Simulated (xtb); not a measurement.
xtb input (GFN2-xTB):

```bash
xtb mol.xyz --gfn 2 --ohess tight --chrg -1 --uhf 0
```
mol.xyz:
```
7

N      1.33856019    -1.82222682    -0.25366887
B      0.19216073    -1.21568339    -0.17983375
N     -1.21587919    -1.69465262    -0.32431836
Br    -0.04623160     0.99199471     0.14274496
H      2.18702979    -1.23593249    -0.23649380
H     -1.29636095    -2.67942802    -0.12198867
H     -1.94106956    -1.11910326     0.15726064
```

End of the output:

```
       2    232.54    -0.55433 ( 99.79%)    -0.60108 (  0.21%)    -0.55443
       3    258.98    -0.49750 ( 99.86%)    -0.56919 (  0.14%)    -0.49760
   ------------------------------------------------------------------------

   temp. (K)  partition function   enthalpy   heat capacity  entropy
                                   cal/mol     cal/K/mol   cal/K/mol   J/K/mol
 298.15  VIB   6.49                 1762.607     12.301      9.630
         ROT  0.123E+06              888.752      2.981     26.267
         INT  0.797E+06             2651.360     15.281     35.897
         TR   0.130E+28             1481.254      4.968     40.286
         TOT                        4132.6136    20.2496    76.1834   318.7514

       T/K    H(0)-H(T)+PV         H(T)/Eh          T*S/Eh         G(T)/Eh
   ------------------------------------------------------------------------
    298.15    0.658574E-02    0.495845E-01    0.361972E-01    0.133873E-01
   ------------------------------------------------------------------------

         :::::::::::::::::::::::::::::::::::::::::::::::::::::
         ::                  THERMODYNAMIC                  ::
         :::::::::::::::::::::::::::::::::::::::::::::::::::::
         :: total free energy         -12.942896099826 Eh   ::
         ::.................................................::
         :: total energy              -12.956283361643 Eh   ::
         :: zero point energy           0.042998720565 Eh   ::
         :: G(RRHO) w/o ZPVE           -0.029611458749 Eh   ::
         :: G(RRHO) contrib.            0.013387261817 Eh   ::
         :::::::::::::::::::::::::::::::::::::::::::::::::::::

optimized geometry written to: xtbopt.xyz

           -------------------------------------------------
Note: The following floating-point exceptions are signalling: IEEE_UNDERFLOW_FLAG IEEE_DENORMAL
normal termination of xtb
          | TOTAL ENERGY              -12.956283361643 Eh   |
          | TOTAL ENTHALPY            -12.906698902166 Eh   |
          | TOTAL FREE ENERGY         -12.942896099826 Eh   |
          | GRADIENT NORM               0.000151067880 Eh/α |
          | HOMO-LUMO GAP               6.216634289476 eV   |
           -------------------------------------------------

------------------------------------------------------------------------
------------------------------------------------------------------------
 total:
 SCF:
 ANC optimizer:
 analytical hessian:
```

It need not be the lowest isomer of its formula. Whether it binds its extra electron was not tested at this geometry.
